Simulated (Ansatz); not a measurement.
`[SiH3][SiH]1[NH][AlH][S]1`. Total charge 0; spin multiplicity 1. All single points use the PBE0-D4/def2-TZVP geometry.

```xyz
11

Si    1.810    0.486   -0.845
Si   -0.156   -0.691   -0.367
N    -0.694   -0.557    1.278
Al   -2.210    0.311    0.931
S    -1.868    0.306   -1.230
H     2.092    0.470   -2.307
H     1.663    1.896   -0.393
H     2.976   -0.118   -0.138
H    -0.059   -2.095   -0.859
H    -0.197   -0.888    2.087
H    -3.355    0.881    1.844
```

What is the dipole moment at PBE/def2-TZVPP? (Best estimate.)

Computed: 2.26 D, with components (0.20, -0.49, 2.20) D in this frame, pointing from negative to positive charge.

And with r2SCAN, B3LYP, ωB97M-V? (Estimate.)

The calculation gave: r2SCAN 2.36 D, B3LYP 2.33 D, ωB97M-V 2.38 D.

Give the Mulliken charges with PBE, r2SCAN, ωB97M-V in def2-TZVPP. (An estimate is asked.)

Ansatz gave: 
```tsv
atom	PBE	r2SCAN	ωB97M-V
Si1	0.08	0.15	0.03
Si2	0.36	0.48	0.35
N3	-0.30	-0.44	-0.36
Al4	0.35	0.49	0.39
S5	-0.31	-0.37	-0.32
H6	-0.04	-0.06	-0.02
H7	-0.04	-0.07	-0.02
H8	-0.05	-0.07	-0.03
H9	-0.08	-0.10	-0.05
H10	0.12	0.13	0.09
H11	-0.09	-0.12	-0.07
```

B3LYP here is the variant with VWN-RPA as its local correlation; programs differ in this.
